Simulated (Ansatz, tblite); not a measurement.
Forces on the cluster As2Se3⁻ at its PBE-D4/def2-SVPD geometry. Total charge -1; doublet.

The xTB rows come from tblite. Another isomer (doublet) lies 0.09 eV lower at PBE0-D4/def2-TZVPD; other spin states weren't run for this one.

GFN1-xTB (tblite), largest force 1.18 eV/Å:

```xyz
5
positions Å, forces eV/Å
As    1.554   -0.305    0.162   -0.938   -0.414    0.081
As   -0.350    1.147   -1.046   -0.363   -0.852    0.447
Se    0.976   -2.391    0.823    0.262    1.116   -0.277
Se    0.193    1.385    1.362    0.006   -0.377   -0.463
Se   -2.372    0.163   -1.301    1.033    0.527    0.212
```

GFN2-xTB (tblite), largest force 0.58 eV/Å:

```
As -0.571 -0.011 0.110
As -0.074 -0.390 0.425
Se 0.102 0.490 -0.137
Se 0.080 -0.304 -0.490
Se 0.464 0.214 0.092
```

PBE-D4/def2-TZVPD (Ansatz), largest force 0.16 eV/Å:

```
As -0.120 -0.014 0.058
As -0.047 -0.069 0.105
Se 0.035 0.104 -0.031
Se 0.033 -0.075 -0.142
Se 0.099 0.054 0.009
```
